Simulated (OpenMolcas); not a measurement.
**What dynamic correlation does to the levels of Ru2+**

- Program: OpenMolcas
- Basis: ANO-R2 [7s5p4d2f1g]
- Scalar Hamiltonian: X2C, finite nucleus
- Active space: 6 electrons in 6 orbitals (4d 5s)
- State averaging: 2S+1 = 5 even, 30 roots; 2S+1 = 7 even, 1 root kept (CI in the orbitals of an earlier block); 2S+1 = 3 even, 127 roots kept (CI in the orbitals of an earlier block, 107 in the spin-orbit step); 2S+1 = 1 even, 102 roots kept (CI in the orbitals of an earlier block, 62 in the spin-orbit step)
- Spin-orbit coupling: RASSI with atomic mean-field integrals over the reference wave functions, term energies averaged over their components

Methods on the same reference wave functions:
A. CASSCF
B. SS-CASPT2, IPEA 0.25 Eh, imaginary shift 0.1 Eh (closed shells correlated: 4s 4p)
C. MS-CASPT2, IPEA 0.25 Eh, imaginary shift 0.1 Eh (closed shells correlated: 4s 4p)

Energies in cm-1 above 4d6 5D4, the measured ground level; measured values from Moore, Atomic Energy Levels, vol. III, NSRDS-NBS 35 (1971 reprint of NBS Circular 467, 1958).

```json
{"Level": "4d6 5D4", "A": "0.0", "B": "0.0", "C": "0.0", "Measured": "0.0"}
{"Level": "4d6 5D3", "A": "1202", "B": "1222", "C": "1225", "Measured": "1159"}
{"Level": "4d6 5D2", "A": "1946", "B": "1933", "C": "1937", "Measured": "1826"}
{"Level": "4d6 5D1", "A": "2423", "B": "2400", "C": "2410", "Measured": "2266"}
{"Level": "4d6 5D0", "A": "2654", "B": "2630", "C": "2630", "Measured": "2476"}
{"Level": "4d5 5s 7S3", "A": "17797", "B": "22930", "C": "22940", "Measured": "27163"}
{"Level": "4d6 3H6", "A": "18646", "B": "16190", "C": "16210", "Measured": ""}
{"Level": "4d6 3H5", "A": "19016", "B": "16360", "C": "16380", "Measured": ""}
{"Level": "4d6 3P2(1)", "A": "19435", "B": "15500", "C": "15520", "Measured": ""}
{"Level": "4d6 3F3(1)", "A": "21224", "B": "17530", "C": "17550", "Measured": ""}
{"Level": "4d6 3F2(1)", "A": "21804", "B": "18060", "C": "18080", "Measured": ""}
{"Level": "4d6 3P1(1)", "A": "22891", "B": "18970", "C": "18990", "Measured": ""}
{"Level": "4d6 3G5", "A": "23095", "B": "19540", "C": "19560", "Measured": ""}
{"Level": "4d6 3P0(1)", "A": "23657", "B": "19610", "C": "19620", "Measured": ""}
{"Level": "4d6 3G4", "A": "24227", "B": "20500", "C": "20520", "Measured": ""}
{"Level": "4d6 3G3", "A": "24521", "B": "20740", "C": "20750", "Measured": ""}
{"Level": "4d6 3D2", "A": "28438", "B": "22810", "C": "22830", "Measured": ""}
{"Level": "4d6 1I6", "A": "28484", "B": "24960", "C": "24970", "Measured": ""}
{"Level": "4d6 3D1", "A": "28515", "B": "22950", "C": "22970", "Measured": ""}
{"Level": "4d6 3D3", "A": "28748", "B": "23120", "C": "23140", "Measured": ""}
{"Level": "4d6 1G4(1)", "A": "29846", "B": "25720", "C": "25730", "Measured": ""}
{"Level": "4d6 1S0", "A": "33413", "B": "28030", "C": "28040", "Measured": ""}
{"Level": "4d6 1F3", "A": "40257", "B": "32350", "C": "32370", "Measured": ""}
{"Level": "4d6 3P0(2)", "A": "46169", "B": "36560", "C": "36570", "Measured": ""}
```

Deviations, from unrounded energies. A percentage is the sum of absolute deviations over the sum of measured energies, with the sign that they share, or ± where signs differ.

```json
{"Against measurement": "mean absolute deviation (cm-1)", "Levels": "5", "A": "2000", "B": "940", "C": "940"}
{"Against measurement": "fine structure of the ground term (%)", "Levels": "4", "A": "+6.4", "B": "+5.9", "C": "+6.1"}
{"Against measurement": "other configurations (%)", "Levels": "1", "A": "-34.5", "B": "-15.6", "C": "-15.5"}
```

B, C lie about equally close to measurement and A furthest from it. The largest miss of B in the table is 4d5 5s 7S3, by -4200 cm-1. The ranking rests on the paired levels alone, and a cruder setting can come out closer through cancelling errors.

Between B and C the level of the table that moves most is 4d6 3G4, by 17 cm-1 (lowest in B, highest in C). Moves below CASPT2's spread within the term are not significant.

The two smallest mean deviations differ by little beside CASPT2's spread within terms, so their order carries little weight.

From A to B the spin-free energies of the other terms of 4d6 shown, above 5D, scale by factors of 0.79 to 0.87, as is usual when dynamic correlation screens the repulsion within a d or f shell.

The lowest spin-free term lies below A's lowest term by 0.428 hartree in B, 0.428 hartree in C.

Term energies are means over components that CASPT2 splits; among the terms shown or strongly mixed into the levels shown the widest spread is 1500 cm-1 (4d6 1I, C). Some high roots are left out of the spin-orbit mixing, which shifts the levels that they would mix with. Terms from blocks run as CI alone lack orbitals of their own. A single d shell beside an s shell can misplace configurations of different d count against each other. Without dynamic correlation excited terms often stand tens of per cent too high (terms of higher spin than the ground term too low), and those without a measured partner can miss by more than the paired ones (holds for A). The CASPT2 spread within a term exceeds the gap to the next term for 4d6 1I and 4d6 1G(1), so the order of their levels is uncertain (holds for B; C). Blocks of more than 70 roots (2S+1 = 3 even) ran without multistate coupling (holds for C). Computed and measured levels are paired by configuration, term and J; levels that our copy of the source lacks, or whose pairing is in doubt (as where it misses far off the trend of its configuration), stay unpaired and out of the deviations. Levels of configurations outside the active space are missing. The table leaves out levels that lie high or whose names do not pair safely across all columns.

A number in round brackets counts repeated terms of one configuration in the order of the reference energies.
